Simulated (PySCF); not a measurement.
**Correlation energy of Ru⁺ (ruthenium, charge +1)**

[Kr] 4d7, high-spin 4F determinant. Calculation: PySCF 2.14, in aug-cc-pwCVDZ-PP with ECP28MDF (6s6p5d3f, 70 functions); a scalar-relativistic core potential. Frozen: 4s2 4p6; 7 electrons correlated.

```csv
level,correlation energy (mhartree)
CCSD,-153.28
(T),-3.96
CCSD(T),-157.24
```

Diagnostics: T1 = 0.0034, D1 = 0.0051, largest double amplitude 0.024.

Question: Is a single reference adequate?

Answer: Yes, within this model without spin-orbit coupling: T1 lies below 0.03 and no double amplitude reaches 0.07.
